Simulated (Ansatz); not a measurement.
`CC(=O)O[Si](F)(OC(C)=O)OC(C)=O`, relaxed with RKS PBE0-D4/def2-TZVP in Ansatz 0.2.0 from a PBE-D4/def2-SVP geometry. The force threshold is 0.005 eV/Å; the program also tests the step.

Charge 0, multiplicity 1.

Start:

```xyz
23

C    -2.418    0.317   -2.936
C    -1.677   -0.560   -1.965
O    -2.127   -1.515   -1.370
O    -0.378   -0.131   -1.809
Si    0.707   -0.747   -0.686
F     1.564   -1.919   -1.392
O     1.722    0.562   -0.413
C     2.395    0.813    0.762
C     3.063    2.160    0.717
O     2.413    0.033    1.688
O     0.045   -1.478    0.678
C    -0.750   -0.701    1.477
C    -1.277   -1.462    2.655
O    -0.963    0.467    1.206
H    -1.851    0.404   -3.883
H    -2.496    1.340   -2.513
H    -3.426   -0.092   -3.121
H     3.673    2.310    1.624
H     2.285    2.948    0.650
H     3.689    2.247   -0.193
H    -1.855   -2.337    2.297
H    -0.426   -1.852    3.248
H    -1.913   -0.807    3.276
```

```json
{"step": "1", "energy (eV)": "-29235.7314", "largest force (eV/Å)": "1.464", "largest move (Å)": "0.000"}
{"step": "2", "energy (eV)": "-29235.9047", "largest force (eV/Å)": "0.850", "largest move (Å)": "0.038"}
{"step": "3", "energy (eV)": "-29235.9467", "largest force (eV/Å)": "0.212", "largest move (Å)": "0.039"}
{"step": "4 (rejected)", "energy (eV)": "-29235.9418", "largest force (eV/Å)": "0.532", "largest move (Å)": "0.146"}
{"step": "5", "energy (eV)": "-29235.9553", "largest force (eV/Å)": "0.166", "largest move (Å)": "0.070"}
{"step": "6", "energy (eV)": "-29235.9575", "largest force (eV/Å)": "0.121", "largest move (Å)": "0.058"}
{"step": "7", "energy (eV)": "-29235.9583", "largest force (eV/Å)": "0.072", "largest move (Å)": "0.041"}
{"step": "8", "energy (eV)": "-29235.9595", "largest force (eV/Å)": "0.030", "largest move (Å)": "0.032"}
{"step": "9", "energy (eV)": "-29235.9601", "largest force (eV/Å)": "0.174", "largest move (Å)": "0.084"}
{"step": "10", "energy (eV)": "-29235.9609", "largest force (eV/Å)": "0.040", "largest move (Å)": "0.008"}
{"step": "11", "energy (eV)": "-29235.9616", "largest force (eV/Å)": "0.032", "largest move (Å)": "0.034"}
{"step": "12 (rejected)", "energy (eV)": "-29235.9603", "largest force (eV/Å)": "0.170", "largest move (Å)": "0.106"}
{"step": "13", "energy (eV)": "-29235.9622", "largest force (eV/Å)": "0.052", "largest move (Å)": "0.051"}
{"step": "14", "energy (eV)": "-29235.9624", "largest force (eV/Å)": "0.044", "largest move (Å)": "0.026"}
{"step": "15", "energy (eV)": "-29235.9625", "largest force (eV/Å)": "0.063", "largest move (Å)": "0.033"}
{"step": "16", "energy (eV)": "-29235.9627", "largest force (eV/Å)": "0.027", "largest move (Å)": "0.014"}
{"step": "17", "energy (eV)": "-29235.9628", "largest force (eV/Å)": "0.018", "largest move (Å)": "0.007"}
{"step": "18", "energy (eV)": "-29235.9629", "largest force (eV/Å)": "0.030", "largest move (Å)": "0.013"}
{"step": "19", "energy (eV)": "-29235.9629", "largest force (eV/Å)": "0.009", "largest move (Å)": "0.010"}
{"step": "20", "energy (eV)": "-29235.9629", "largest force (eV/Å)": "0.007", "largest move (Å)": "0.006"}
{"step": "21", "energy (eV)": "-29235.9630", "largest force (eV/Å)": "0.005", "largest move (Å)": "0.003"}
{"step": "22", "energy (eV)": "-29235.9630", "largest force (eV/Å)": "0.005", "largest move (Å)": "0.002"}
```

End:

```xyz
23

C    -2.419    0.248   -2.985
C    -1.608   -0.614   -2.078
O    -1.898   -1.712   -1.699
O    -0.458    0.000   -1.702
Si    0.613   -0.623   -0.626
F     1.441   -1.773   -1.301
O     1.584    0.669   -0.344
C     2.471    0.759    0.678
C     3.111    2.105    0.731
O     2.678   -0.153    1.425
O    -0.056   -1.294    0.710
C    -0.828   -0.587    1.567
C    -1.297   -1.420    2.709
O    -1.075    0.573    1.383
H    -1.824    0.527   -3.857
H    -2.680    1.172   -2.463
H    -3.318   -0.279   -3.291
H     3.839    2.137    1.538
H     2.340    2.862    0.886
H     3.591    2.322   -0.225
H    -1.855   -2.277    2.325
H    -0.431   -1.812    3.246
H    -1.919   -0.826    3.372
```

It took 37 s on 11 threads of an AMD EPYC 7R13 on a shared host and a whole NVIDIA H100 80 GB, with 1.3 GiB of host memory at the peak.
